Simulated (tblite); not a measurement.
A geometry optimisation, step by step.

C4H7BF2.
Atom-mapped SMILES: `[F:1][B:2]([F:3])[CH2:4][CH:5]1[CH2:6][CH2:7]1` (hydrogens: H8, H9 on C4; H10 on C5; H11, H12 on C6; H13, H14 on C7)

Computed with GFN2-xTB (tblite), gas phase: L-BFGS steps from a force-field or distance-geometry start until the largest atomic force falls under 0.01 eV/Å. 6 of its 73 geometries are shown.

Step 0: E = -622.1908 eV, largest atomic force 3.754 eV/Å
```
atom  x, y, z in Å  |  force x, y, z in eV/Å
F1      1.881    0.819   -2.162    0.802  -0.591   3.426
B2      2.056    0.609   -0.752    0.898   3.455  -1.162
F3      2.984    1.542   -0.093   -1.844  -2.304  -2.005
C4      1.016   -0.105    0.174    1.398  -0.643   0.098
C5     -0.367   -0.210   -0.361   -1.312  -1.478  -0.949
C6     -1.309   -0.926    0.610    0.617   0.106   0.074
C7     -1.535    0.510    0.186   -1.409   0.622   0.679
H8      1.379   -1.165    0.320   -0.226   0.725  -0.014
H9      1.015    0.337    1.187    0.023  -0.075  -0.499
H10    -0.510   -0.563   -1.426    0.596   0.533   1.159
H11    -0.889   -1.105    1.634   -0.659   0.070  -1.147
H12    -1.863   -1.755    0.158   -0.115   0.569   0.601
H13    -1.410    1.323    0.942    0.029  -0.896  -0.671
H14    -2.450    0.689   -0.438    1.203  -0.093   0.412
```

Step 14: E = -623.2375 eV, largest atomic force 0.146 eV/Å
```
atom  x, y, z in Å  |  force x, y, z in eV/Å
F1      1.948    0.797   -2.058   -0.021   0.002   0.002
B2      2.001    0.773   -0.742   -0.048   0.100  -0.018
F3      2.997    1.478   -0.239   -0.004  -0.012  -0.026
C4      1.028   -0.068    0.167    0.015  -0.064   0.036
C5     -0.384   -0.302   -0.341   -0.046  -0.051  -0.030
C6     -1.351   -0.961    0.596   -0.026  -0.002   0.039
C7     -1.542    0.472    0.208    0.027   0.065  -0.005
H8      1.495   -1.054    0.271    0.067  -0.059   0.029
H9      0.986    0.341    1.177    0.013   0.069   0.041
H10    -0.428   -0.559   -1.389   -0.015  -0.084  -0.049
H11    -0.989   -1.158    1.593   -0.021  -0.026   0.083
H12    -2.054   -1.700    0.250    0.019  -0.017  -0.144
H13    -1.359    1.231    0.950    0.045   0.061   0.047
H14    -2.351    0.712   -0.464   -0.005   0.017  -0.005
```

Step 29: E = -623.2571 eV, largest atomic force 0.065 eV/Å
```
atom  x, y, z in Å  |  force x, y, z in eV/Å
F1      1.859    0.833   -2.063   -0.035  -0.003   0.022
B2      1.968    0.787   -0.751    0.008   0.004  -0.001
F3      2.972    1.504   -0.281   -0.018  -0.007  -0.014
C4      1.044   -0.083    0.189   -0.011  -0.029   0.007
C5     -0.364   -0.340   -0.322   -0.006  -0.003   0.015
C6     -1.374   -0.964    0.595    0.000  -0.025  -0.018
C7     -1.506    0.476    0.203    0.037   0.014  -0.016
H8      1.537   -1.054    0.321    0.031   0.008   0.002
H9      1.000    0.363    1.185   -0.016  -0.020   0.000
H10    -0.399   -0.633   -1.365   -0.004   0.026   0.040
H11    -1.083   -1.198    1.607    0.046   0.045  -0.006
H12    -2.071   -1.675    0.180   -0.038  -0.013  -0.030
H13    -1.282    1.222    0.951   -0.029   0.017  -0.010
H14    -2.301    0.761   -0.470    0.033  -0.012   0.008
```

Step 43: E = -623.2608 eV, largest atomic force 0.033 eV/Å
```
atom  x, y, z in Å  |  force x, y, z in eV/Å
F1      1.783    0.846   -2.049   -0.002   0.013   0.002
B2      1.948    0.788   -0.744    0.004  -0.005   0.005
F3      2.960    1.513   -0.306    0.007   0.004   0.001
C4      1.054   -0.099    0.207   -0.001  -0.009   0.005
C5     -0.350   -0.350   -0.314   -0.004   0.004  -0.003
C6     -1.377   -0.961    0.589    0.004   0.000  -0.005
C7     -1.487    0.481    0.193   -0.024  -0.014   0.018
H8      1.556   -1.065    0.334    0.014  -0.010  -0.015
H9      1.001    0.338    1.206    0.005   0.003   0.000
H10    -0.380   -0.633   -1.359    0.010  -0.015  -0.002
H11    -1.087   -1.191    1.603   -0.014   0.019  -0.009
H12    -2.080   -1.665    0.170    0.004   0.011   0.008
H13    -1.275    1.229    0.943   -0.001   0.003  -0.009
H14    -2.266    0.769   -0.496   -0.002  -0.002   0.004
```

Step 58: E = -623.2624 eV, largest atomic force 0.037 eV/Å
```
atom  x, y, z in Å  |  force x, y, z in eV/Å
F1      1.738    0.914   -2.033   -0.003   0.014   0.018
B2      1.937    0.805   -0.735   -0.003  -0.033   0.016
F3      2.969    1.502   -0.299   -0.002   0.005   0.002
C4      1.062   -0.115    0.206    0.022   0.013  -0.004
C5     -0.345   -0.364   -0.306    0.020  -0.021   0.008
C6     -1.382   -0.952    0.600   -0.019   0.013   0.012
C7     -1.483    0.482    0.175    0.004   0.009  -0.008
H8      1.576   -1.080    0.297   -0.004  -0.004  -0.016
H9      1.026    0.292    1.219   -0.025   0.016  -0.012
H10    -0.371   -0.672   -1.344   -0.008  -0.002  -0.014
H11    -1.111   -1.156    1.625    0.020  -0.013   0.004
H12    -2.085   -1.660    0.189   -0.002  -0.015   0.005
H13    -1.279    1.243    0.912    0.026   0.013   0.009
H14    -2.252    0.759   -0.527   -0.025   0.004  -0.021
```

Step 72: E = -623.2652 eV, largest atomic force 0.007 eV/Å
```
atom  x, y, z in Å  |  force x, y, z in eV/Å
F1      1.648    1.084   -1.973   -0.002   0.002   0.000
B2      1.913    0.835   -0.707    0.000   0.000   0.000
F3      2.978    1.469   -0.256   -0.002  -0.007   0.001
C4      1.067   -0.153    0.190    0.001   0.001   0.001
C5     -0.342   -0.409   -0.314    0.003  -0.003   0.003
C6     -1.385   -0.929    0.628    0.003  -0.001  -0.001
C7     -1.461    0.483    0.129   -0.001   0.000   0.001
H8      1.601   -1.109    0.239   -0.003   0.001  -0.001
H9      1.027    0.213    1.218    0.001   0.004  -0.002
H10    -0.377   -0.766   -1.336    0.004   0.000   0.004
H11    -1.105   -1.087    1.659    0.002  -0.003  -0.003
H12    -2.103   -1.646    0.261   -0.001   0.007   0.000
H13    -1.230    1.278    0.822   -0.002   0.002   0.001
H14    -2.231    0.739   -0.582   -0.003  -0.003  -0.002
```

**Question.** Summarise the path.

**Answer.** The energy falls by 24.78 kcal/mol from step 0 to step 72; nine tenths of that is first reached at step 6. It falls at every step. The largest force goes from 3.754 to 0.007 eV/Å. Among the bonds B2–F3 changes most, from 1.471 to 1.319 Å; the atoms move by 0.227 Å rms after alignment.

**Question.** Follow the three bonds and two angles with the largest change from start to end.

**Answer.** 
| step | E above end (kcal/mol) | largest force (eV/Å) | B2–F3 (Å) | F1–B2 (Å) | C5–H10 (Å) | C4–C5–C6 (°) | F3–B2–C4 (°) |
| --- | --- | --- | --- | --- | --- | --- | --- |
| 0 | 24.78 | 3.754 | 1.471 | 1.436 | 1.131 | 112.2 | 116.3 |
| 3 | 4.56 | 0.905 | 1.318 | 1.315 | 1.083 | 113.1 | 118.0 |
| 6 | 2.43 | 0.522 | 1.321 | 1.316 | 1.080 | 114.4 | 122.3 |
| 9 | 1.15 | 0.259 | 1.317 | 1.315 | 1.083 | 115.6 | 122.7 |
| 13 | 0.69 | 0.131 | 1.321 | 1.318 | 1.082 | 117.1 | 122.0 |
| 16 | 0.51 | 0.138 | 1.318 | 1.316 | 1.080 | 117.5 | 122.3 |
| 19 | 0.40 | 0.085 | 1.320 | 1.317 | 1.084 | 118.0 | 122.0 |
| 22 | 0.31 | 0.091 | 1.321 | 1.318 | 1.083 | 119.0 | 121.9 |
| 25 | 0.25 | 0.081 | 1.319 | 1.317 | 1.081 | 119.3 | 122.0 |
| 28 | 0.20 | 0.069 | 1.320 | 1.317 | 1.083 | 119.2 | 122.1 |
| 31 | 0.16 | 0.072 | 1.320 | 1.317 | 1.083 | 119.6 | 122.3 |
| 34 | 0.13 | 0.042 | 1.319 | 1.317 | 1.082 | 119.7 | 122.5 |
| 38 | 0.12 | 0.051 | 1.319 | 1.318 | 1.083 | 119.6 | 122.6 |
| 41 | 0.11 | 0.023 | 1.319 | 1.317 | 1.082 | 119.6 | 122.8 |
| 44 | 0.10 | 0.023 | 1.319 | 1.317 | 1.083 | 119.6 | 123.0 |
| 47 | 0.10 | 0.023 | 1.319 | 1.318 | 1.083 | 119.6 | 123.2 |
| 50 | 0.09 | 0.027 | 1.319 | 1.317 | 1.082 | 119.7 | 123.3 |
| 53 | 0.09 | 0.039 | 1.319 | 1.318 | 1.083 | 119.8 | 123.1 |
| 56 | 0.07 | 0.033 | 1.319 | 1.318 | 1.083 | 120.0 | 122.9 |
| 59 | 0.06 | 0.041 | 1.319 | 1.317 | 1.082 | 120.2 | 122.9 |
| 63 | 0.05 | 0.035 | 1.319 | 1.317 | 1.083 | 120.3 | 122.8 |
| 66 | 0.03 | 0.048 | 1.320 | 1.318 | 1.082 | 120.2 | 122.7 |
| 69 | 0.01 | 0.061 | 1.319 | 1.316 | 1.082 | 119.7 | 122.7 |
| 72 | 0.00 | 0.007 | 1.319 | 1.317 | 1.083 | 119.7 | 122.6 |

What follows is the cost of the whole relaxation. On one thread of an Arm Neoverse V1, shared host with 32 logical CPUs at a one-minute load of 12, this took 0.33 s of wall time.
